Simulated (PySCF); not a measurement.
C6H6NO (charge +1).
Bonds: C1–C2 (triple), C2–C3, C3–N4, N4–C5 (aromatic), C5–C6 (aromatic), C6–O7 (aromatic), O7–C8 (aromatic), N4–C8 (aromatic). Hydrogens: H9 on C1; H10, H11 on C3; H12 on C5; H13 on C6; H14 on C8.

Level: B3LYP/def2-SVPD in PySCF, non-relativistic, on one gas-phase PBE0-D3(BJ)/def2-SVP geometry that isn't relaxed in the solvent. The solvent is an IEF-PCM continuum (cavity from Bondi-type radii × 1.2), and excitations are vertical TDDFT with non-equilibrium linear response and a frozen core. The model holds no explicit solvent molecules, cavitation or dispersion.

Gas-phase singlets (H = HOMO, L = LUMO):

```json
{"state": "S1", "E (eV)": "4.707", "λ (nm)": "263", "f": "0.002", "leading configurations": "H→L 99%"}
{"state": "S2", "E (eV)": "4.958", "λ (nm)": "250", "f": "0.011", "leading configurations": "H-1→L 99%"}
{"state": "S3", "E (eV)": "6.039", "λ (nm)": "205", "f": "0.007", "leading configurations": "H→L+1 90%"}
{"state": "S4", "E (eV)": "6.098", "λ (nm)": "203", "f": "0.111", "leading configurations": "H-2→L 90%"}
{"state": "S5", "E (eV)": "6.212", "λ (nm)": "200", "f": "0.001", "leading configurations": "H→L+2 82%"}
```

Problem. Give the list for tetrahydrofuran (ε = 7.426), n² = 1.97.

Solution. 
```json
{"state": "S1", "E (eV)": "5.357", "λ (nm)": "231", "f": "0.005", "leading configurations": "H→L 98%", "change by rank (eV)": "+0.650"}
{"state": "S2", "E (eV)": "5.616", "λ (nm)": "221", "f": "0.017", "leading configurations": "H-1→L 97%", "change by rank (eV)": "+0.658"}
{"state": "S3", "E (eV)": "6.045", "λ (nm)": "205", "f": "0.145", "leading configurations": "H-2→L 94%", "change by rank (eV)": "+0.006"}
{"state": "S4", "E (eV)": "6.326", "λ (nm)": "196", "f": "0.000", "leading configurations": "H→L+2 87%", "change by rank (eV)": "+0.228"}
{"state": "S5", "E (eV)": "6.633", "λ (nm)": "187", "f": "0.003", "leading configurations": "H→L+1 84%", "change by rank (eV)": "+0.421"}
```

Problem. How does the list change in dimethylsulfoxide (ε = 46.83)?

Solution. 
```json
{"state": "S1", "E (eV)": "5.479", "λ (nm)": "226", "f": "0.005", "leading configurations": "H→L 97%", "change by rank (eV)": "+0.772"}
{"state": "S2", "E (eV)": "5.742", "λ (nm)": "216", "f": "0.021", "leading configurations": "H-1→L 78%, H-2→L 21%", "change by rank (eV)": "+0.784"}
{"state": "S3", "E (eV)": "6.051", "λ (nm)": "205", "f": "0.145", "leading configurations": "H-2→L 76%, H-1→L 20%", "change by rank (eV)": "+0.012"}
{"state": "S4", "E (eV)": "6.352", "λ (nm)": "195", "f": "0.000", "leading configurations": "H→L+2 88%", "change by rank (eV)": "+0.254"}
{"state": "S5", "E (eV)": "6.717", "λ (nm)": "185", "f": "0.005", "leading configurations": "H→L+1 58%, H→L+3 14%", "change by rank (eV)": "+0.505"}
```

Problem. How do the frontier levels move from gas to dimethylsulfoxide?

Solution. 
```
orbital  gas (eV)  solvent (eV)  change (eV)                  Löwdin shares, gas              Löwdin shares, solvent
 LUMO+2     -4.21         -0.25        +3.96   C1 25 %, C2 19 %, C3 16 %, C8 7 %   C1 31 %, C2 25 %, C3 12 %, N4 8 %
 LUMO+1     -5.19         -0.77        +4.42   C5 35 %, C6 31 %, N4 12 %, O7 7 %   C5 34 %, C6 30 %, N4 12 %, O7 7 %
   LUMO     -6.55         -2.04        +4.51   C8 36 %, N4 22 %, O7 21 %, C6 8 %   C8 36 %, O7 21 %, N4 21 %, C6 8 %
   HOMO    -12.02         -8.29        +3.73            C1 42 %, C2 42 %, C3 7 %            C1 41 %, C2 40 %, C3 8 %
 HOMO-1    -12.27         -8.52        +3.75            C2 44 %, C1 41 %, C3 6 %  C2 24 %, C1 23 %, C6 15 %, C5 15 %
 HOMO-2    -13.05         -8.63        +4.42   C6 31 %, C5 28 %, C8 18 %, N4 9 %  C2 20 %, C1 19 %, C6 17 %, C5 14 %
 HOMO-3    -15.26        -10.86        +4.40  N4 33 %, O7 23 %, C3 12 %, C5 10 %  N4 34 %, O7 23 %, C3 11 %, C5 10 %
```

The HOMO–LUMO gap goes from 5.47 to 6.25 eV. Rows go by rank; for HOMO-2, HOMO-1 and HOMO the atom shares or the degeneracy differ between the runs, so the row needn't follow one orbital.

The run took about 60 s of CPU time (one thread, shared machine). This is the whole response run at B3LYP/def2-SVPD in dimethylsulfoxide, SCF included.

Shape of the structure used: `[CH:1]#[C:2][CH2:3][n+:4]1[cH:5][cH:6][o:7][cH:8]1`: C2–C3–N4–C5 50°.
